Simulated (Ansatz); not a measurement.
`[CH3][Al]([GaH2])[Br]` + `COCN` → `CO[CH2][GaH2]` + `[CH3][Al]([NH2])[Br]`  (formal exchange of groups at a Ga–Al bond)

Calculated with Ansatz (gas phase, PBE0-D4/def2-TZVP geometries, no zero-point term in ΔE). CCSD(T)/CBS adds triple-zeta CCSD(T) − MP2 to the extrapolated MP2 energy (def2 sets, frozen cores). This one scheme is used for every species. Functionals use def2-TZVPP. B3LYP here is the variant with VWN-RPA as its local correlation; programs differ in this. For Br, Ga outer-core shells are correlated without core-valence functions, which leaves a few kJ/mol of doubt a bond. Scalar relativity is left out up to krypton. Each species was taken in one conformer, which may not be the lowest.

`[CH3][Al]([GaH2])[Br]`:

Cartesian coordinates in Å:
```
C -0.973 -1.111 1.073
Al 0.207 -0.414 -0.308
Ga 0.912 1.923 -0.896
Br 1.156 -1.977 -1.680
H -0.432 -1.818 1.711
H -1.394 -0.329 1.709
H -1.801 -1.665 0.618
H 0.129 2.797 -1.951
H 2.197 2.595 -0.275
```

`COCN`:

Cartesian coordinates in Å:
```
C 1.315 -0.085 0.596
O 0.778 0.077 -0.686
C -0.574 -0.325 -0.789
N -1.543 0.491 -0.130
H 1.206 -1.121 0.950
H 2.377 0.155 0.541
H 0.851 0.584 1.333
H -0.781 -0.324 -1.861
H -0.678 -1.352 -0.412
H -1.476 1.457 -0.420
H -1.476 0.445 0.877
```

`CO[CH2][GaH2]`:

```xyz
11

C     1.432   -1.043    0.407
O     0.575    0.067    0.411
C    -0.562   -0.104   -0.421
Ga   -1.467    1.646   -0.122
H     2.271   -0.820    1.068
H     0.916   -1.942    0.769
H     1.813   -1.244   -0.604
H    -1.153   -0.972   -0.097
H    -0.258   -0.275   -1.464
H    -1.055    2.890   -0.988
H    -2.513    1.799    1.041
```

`[CH3][Al]([NH2])[Br]`:

Z-matrix (Å, degrees):
```
C
Al 1 1.937
H 1 1.093 2 110.8
H 1 1.093 2 112.0 3 120.9
H 1 1.094 2 110.7 3 -118.4
N 2 1.760 1 123.9 3 -122.9
Br 2 2.268 1 120.6 3 57.2
H 6 1.007 2 124.9 1 0.1
H 6 1.007 2 124.5 1 -179.9
```

Problem. Is it downhill or uphill in electronic energy at CCSD(T)/CBS, and by how much? (Best estimate.)

Solution. Computed: Downhill: ΔE = -21.5 kcal/mol.

Problem. What do these levels give: r2SCAN-D4, B3LYP-D4, PBE, r2SCAN, PBE0, B3LYP, SCS-MP2/def2-TZVPP, CCSD/def2-TZVPP, HF/def2-QZVPP, MP2/def2-QZVPP, SCS-MP2/def2-QZVPP, MP2/CBS(def2)? (Estimate.)

Solution. Computed: r2SCAN-D4 -20.1, B3LYP-D4 -20.1, PBE -16.0, r2SCAN -20.0, PBE0 -16.8, B3LYP -19.8, SCS-MP2/def2-TZVPP -23.1, CCSD/def2-TZVPP -21.1, HF/def2-QZVPP -20.5, MP2/def2-QZVPP -24.2, SCS-MP2/def2-QZVPP -23.6, MP2/CBS(def2) -24.3 kcal/mol.

Largest T1 diagnostic among the species: 0.012.

From PBE to PBE0 (25 % exact exchange), in def2-TZVPP and without D4, ΔE moves by −0.8 kcal/mol.
